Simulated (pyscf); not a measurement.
Single points on ωB97X-D3(BJ)/def2-SVP structures (PySCF, gas phase). MP2 and CC: frozen core, UHF for open shells. ΔMP2 is the change of the MP2 total energy from the triple- to the quadruple-zeta basis. Singlets are restricted, triplets unrestricted.

Singlet (Å):
```xyz
5

Si     0.5820    -0.6188    -0.3968
Ga    -1.6109    -0.0012     0.3399
H      0.0509    -2.0591    -0.4234
H     -2.7499     0.3763    -0.6823
H     -1.9872     0.0450     1.8699
```

Triplet (Å):
```xyz
5

Si     0.0150    -1.3159     1.2734
Ga     1.3627    -0.1495    -0.2442
H     -1.3885    -0.8997     1.6076
H      0.7623     1.1221    -0.9367
H      2.8095    -0.6706    -0.5185
```

Question: For these two minima of :HSi–GaH₂, which spin state lies lower at CCSD(T)/def2-TZVPP + ΔMP2(QZVPP), and by how much (electronic energies)?

Answer: The singlet, by 7.9 kcal/mol. Zero-point energy shifts E(triplet) − E(singlet) by +0.7 kcal/mol. Other isomers of :HSi–GaH₂ [singlet] were not searched in full and may lie lower. 

E(triplet) − E(singlet) by level (kcal/mol):

```csv
level,gap
ωB97X-D3(BJ)/def2-TZVP,+8.7
PBE/def2-TZVP,+4.9
r²SCAN/def2-TZVP,+0.2
B3LYP-D3(BJ)/def2-TZVP,+7.6
PBE0-D3(BJ)/def2-TZVP,+3.2
M06-2X/def2-TZVP,+5.5
ωB97M-D3(BJ)/def2-TZVP,+11.1
HF/def2-TZVP,-8.0
MP2/def2-QZVPP,+5.4
CCSD/def2-TZVPP,+6.2
CCSD(T)/def2-TZVPP,+6.8
CCSD(T)/def2-TZVPP + ΔMP2(QZVPP),+7.9
```

The triplet is the lowest one reached from the SCF start used. The CCSD(T) − MP2 part came from Ansatz, without density fitting, on the same reference. The frozen core leaves the outer d or s,p core shells of the metals and heavy elements correlated in the MP2 and CC values, and def2-TZVPP describes them poorly, which can shift differences by a few kcal/mol. Elements up to Kr have no core potential and no relativistic terms here.
